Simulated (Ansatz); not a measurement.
Consider the redistribution: `NB(N)F` + `Cl[SiH2]BBr` → `NB(F)Br` + `NB[SiH2]Cl`.

Program: Ansatz. Geometries: PBE0-D4/def2-TZVP. ΔE: electronic, gas phase. CBS: MP2 limit from def2 TZ/QZ plus the TZ coupled-cluster correction, frozen cores. For Br outer-core shells are correlated without core-valence functions, which leaves a few kJ/mol of doubt a bond. Scalar relativity is left out up to krypton. One conformer a species, not always the lowest.

```csv
species,MP2/CBS(def2) energy (Eh)
`NB(N)F`,-236.50922
`Cl[SiH2]BBr`,-3348.75697
`NB(F)Br`,-2753.91804
`NB[SiH2]Cl`,-831.36492
```

**Question.** Work out ΔE.

**Answer.** ΔE = (-2753.91804) + (-831.36492) − (-236.50922) − (-3348.75697) = -0.01677 Eh = -0.46 eV. CCSD(T)/CBS gives -0.44 eV.

Largest T1 diagnostic among the species: 0.012.

Leaving LDA and LC-ωPBE aside and taking each functional with its dispersion term where it has one, the values, not all of them listed here, spread over 0.10 eV, from PBE-D4 to BHLYP-D4. From PBE to PBE0 (25 % exact exchange), in def2-TZVPP and without D4, ΔE moves by +0.04 eV.
